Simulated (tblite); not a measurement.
Compound: C5H6NOS2 (doublet state).
Structure used (GFN2-xTB), in Å, numbered top down from 1:
```xyz
15
C5H6NOS2 angstrom
N     -0.6578    3.0888   -0.3563
C     -0.4248    2.0103   -0.0581
C     -0.1231    0.6408    0.2794
C     -1.4197   -0.1838    0.3054
O     -1.1652   -1.3943    0.9734
C      0.8899    0.0788   -0.7448
C      1.4876   -1.2375   -0.4158
S      3.1136   -0.8299    0.0040
S      2.4823    1.0185   -0.7237
H      0.3236    0.6090    1.2803
H     -1.7601   -0.3639   -0.7247
H     -2.1935    0.3958    0.8294
H     -1.9799   -1.9025    1.0368
H      0.4500    0.1370   -1.7469
H      0.9726   -2.0591    0.0396
```

The geometry is computed with GFN2-xTB (gas phase). This method treats the open shell by occupation alone, without spin polarisation.

Masses are those of the commonest isotopes; rigid-rotor values at the optimised geometry. The values belong to one conformer with, in the numbering `[N:1]#[C:2][C@@H:3]([CH2:4][OH:5])[C@@H:6]1[CH:7][S:8][S:9]1`, C2–C3–C4–O5 -164°, C3–C4–O5–H 177°, C2–C3–C6–C7 170°, C3–C6–C7–S8 -108°, C6–C7–S8–S9 -9°, C7–S8–S9–C6 7°, C3–C6–S9–S8 113°.

Give the principal moments of inertia and the rotational constants in cm⁻¹.

Ia = 308.84, Ib = 518.34, Ic = 786.41 u·Å²; 505379 MHz·u·Å²/I gives 1636, 975.0 and 642.6 MHz, that is A = 0.05458, B = 0.03252, C = 0.02144 cm⁻¹.

Classify the top.

An asymmetric top: κ = (2 × 975.0 − 1636 − 642.6)/(1636 − 642.6) = -0.33.

What does the inertial defect say?

Not planar: Δ = Ic − Ia − Ib = -40.77 u·Å². For a rigid frame Δ = −2 Σ m c², so Σ m c² = 20.39 u·Å² lies off the ab plane: 6.34 from hydrogen and 14.04 from heavier atoms. The atom farthest from that plane is 1.67 Å away.

Estimate the classical rotational partition function at 10 K, 100 K and 298.15 K.

Point group C1, symmetry number σ = 1; q = (√π/σ)·√((kT/h)³/(ABC)), k/h = 20836.6 MHz/K: 5260 at 10 K, 166000 at 100 K, 857000 at 298.15 K.

For this open shell read J as N, the rotation without spin; fine and hyperfine splittings come on top. Its GFN2-xTB frequencies are all real (lowest 40 cm⁻¹). Zero-point vibration and centrifugal distortion are left out.
